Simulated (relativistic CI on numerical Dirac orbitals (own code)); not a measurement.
# V²⁺: K-alpha X-ray emission

Computed with this model: Dirac-Coulomb-Breit CI, separate exchange-only KLI orbitals for each configuration, a model potential for QED, valence Slater integrals scaled by 0.9, multiplet model of X-ray emission after core ionisation; configurations [Ar] 3d3 → 1s 2s2 2p6 3s2 3p6 3d3 → [He] 2s2 2p5 3s2 3p6 3d3; 80 K; Lorentzian 1.8 eV and Gaussian 0.6 eV FWHM. Energies are those of the free ion, without screening or charge transfer. S is read from ⟨S²⟩ = S(S + 1).

Field parameters in Wybourne normalisation: Oh B⁴₀ = 21Dq, B⁴₄ = √(5/14) B⁴₀. The field is a parameter set, without covalency.

free ion: ground-state S = 1.50, centroid 4948.85 eV. Peaks (eV, height): 4943.4 (37), 4951.6 (100).

Oh, 10Dq = 3250 cm⁻¹: ground-state S = 1.50, centroid 4948.48 eV. Peaks (eV, height): 4943.8 (47), 4951.4 (100).

Strongest unbroadened transitions for free ion:

| Energy (eV) | Relative strength |
| --- | --- |
| 4939.94 | 12.4 |
| 4942.17 | 14.8 |
| 4942.39 | 15.7 |
| 4943.08 | 20.6 |
| 4943.45 | 25.3 |
| 4943.51 | 19.3 |
| 4943.52 | 31.7 |
| 4948.05 | 27.1 |
| 4950.71 | 57.1 |
| 4950.92 | 13.9 |
| 4951.10 | 36.5 |
| 4951.13 | 80.6 |
| 4951.26 | 12.3 |
| 4951.81 | 29.0 |
| 4951.93 | 81.4 |
| 4952.08 | 100.0 |
| 4952.19 | 48.7 |
| 4952.24 | 12.6 |
